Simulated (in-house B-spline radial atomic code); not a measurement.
A fraction x of an electron is moved 4f → 5d in Ho²⁺, starting from [Xe] 4f11 and keeping the highest spin. All numbers are computed (scalar-relativistic (X2C) TPSSh, spin-polarised, spherical fractional occupations; Fermi nucleus of rms radius 5.2022 fm) with a B-spline radial code for spherical atoms, not measured.

Caution: exact exchange at fractional occupations of open shells leaves self-interaction of up to several eV.

```tsv
x	E(x) - E(0) (eV)	4f down level (eV)	5d up level (eV)
0	0.0000	-15.622	-
0.125	0.3476	-16.234	-13.288
0.25	?	?	?
0.375	?	?	?
0.5	1.6557	-18.136	-14.089
0.625	2.1856	-18.790	-14.356
0.75	2.7644	-19.453	-14.625
0.875	3.3931	-20.127	-14.894
1	4.0729	-20.809	-15.164
```

(1) What belongs in the row x = 0.25?

(2) What belongs in the row x = 0.375?

(3) Check Janak's theorem between x = 0.5 and 0.625.

Results:

(1) An energy change of 0.7379 eV; 4f down at -16.858 eV, 5d up at -13.557 eV.

(2) An energy change of 1.1735 eV; 4f down at -17.492 eV, 5d up at -13.822 eV.

(3) The slope of the energy is 4.24 eV; the orbital levels give 4.24 eV (ε of the receiving orbital less ε of the emptying one, averaged over the two points).
